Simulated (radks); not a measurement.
Values are calculated unless marked as measured or tabulated.
Isoelectronic series with 19 electrons, each ion in its NIST ground configuration. Level of theory: scalar-relativistic Kohn-Sham, SCAN, spin-polarised, spherical densities, finite nucleus; open shells are filled with parallel spins first (spin-orbit coupling, left out, can overturn this in heavy ions); meta-GGA in the generalised Kohn-Sham scheme; Fermi nuclear charge, rms radius of each element as measured or else 0.836 A^(1/3) + 0.57 fm (a radial shooting solver on a logarithmic mesh with Libxc functionals). Total energies (hartree) and orbital eigenvalues (hartree):

ion    configuration  E (hartree)      3d up    3p down      3p up    3s down
Ti3+        [Ar] 3d1   -852.13430   -1.27540   -2.61645   -2.67054   -3.54414
Mn6+        [Ar] 3d1  -1148.65325   -3.91707   -5.79073   -5.86634   -7.03983
Ni9+        [Ar] 3d1  -1491.92280   -7.63297  -10.02377  -10.11680  -11.61514
Ga12+       [Ar] 3d1  -1882.33153  -12.38398  -15.29348  -15.40263  -17.25094
Se15+       [Ar] 3d1  -2320.37102  -18.15622  -21.59540  -21.72012  -23.94850
Rb18+       [Ar] 3d1  -2806.61698  -24.94359  -28.93083  -29.07085  -31.71637
Zr21+       [Ar] 3d1  -3341.72742  -32.74350  -37.30396  -37.45918  -40.56735
Tc24+       [Ar] 3d1  -3926.43892  -41.55524  -46.72088  -46.89126  -50.51745
Pd27+       [Ar] 3d1  -4561.57750  -51.37927  -57.18909  -57.37466  -61.58563
In30+       [Ar] 3d1  -5248.06118  -62.21686  -68.71731  -68.91814  -73.79370
